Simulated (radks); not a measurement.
Question: The cadmium ion Cd4+, configuration [Kr] 4d8. All-electron calculation, Dirac Kohn-Sham, PBE, spin-unpolarised, spherical densities, finite nucleus; open shells fill j = l - 1/2 first; Fermi nuclear charge, rms radius 4.6087 fm. Program: a radial shooting solver on a logarithmic mesh with Libxc functionals.

Spin-orbit splittings of the eigenvalues, e(l+1/2) - e(l-1/2), with zeta = 2 splitting/(2l+1) and mean radii in bohr:

shell  occ.  splitting (eV)  zeta (eV)  <r> j=l-1/2  <r> j=l+1/2
2p        6           192.5      128.3       0.1112       0.1164
3p        6           34.39      22.93       0.3493       0.3603
3d       10               ?          ?       0.3325       0.3360
4p        6           6.017      4.011       0.9243       0.9524
4d        8          0.8304     0.3322        1.146        1.157

Estimate the 3d splitting.

Answer: 6.991 eV (zeta = 2.796 eV).
